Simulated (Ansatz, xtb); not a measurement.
**C2H3BrS: 3 structures ranked**

3 gas-phase structures of C2H3BrS, from a drawn sample of its isomers (lower ones may exist). Each was relaxed with GFN2-xTB:

A. `S/C=C\Br`, a singlet
B. `S/C=C/Br`, a singlet
C. `C=C(S)Br`, a singlet

**Question.** Which do you expect lowest at r2SCAN-D4/def2-SVP, and how would the others follow?

**Answer.** Calculated order at r2SCAN-D4/def2-SVP: A (0.0), B (14.2), C (16.9) kJ/mol. Less than 1 kcal/mol parts B and C, so the order within that pair means little.

Energies above the lowest of each column, in kJ/mol; the last columns are at B3LYP/def2-SVP geometries:

```tsv
structure	GFN2-xTB	HF/STO-3G	r2SCAN-D4/def2-SVP	B3LYP/def2-SVP	CCSD(T)/def2-TZVP
A	0.0	0.0	0.0	0.0	0.0
B	3.9	3.6	14.2	9.8	8.7
C	14.3	8.2	16.9	16.2	10.9
```

Every level run on A puts it lowest or level with the lowest. Flexible structures stand in one conformer each, not always the lowest.

Programs: Ansatz 0.2.0, xtb 6.7.1.
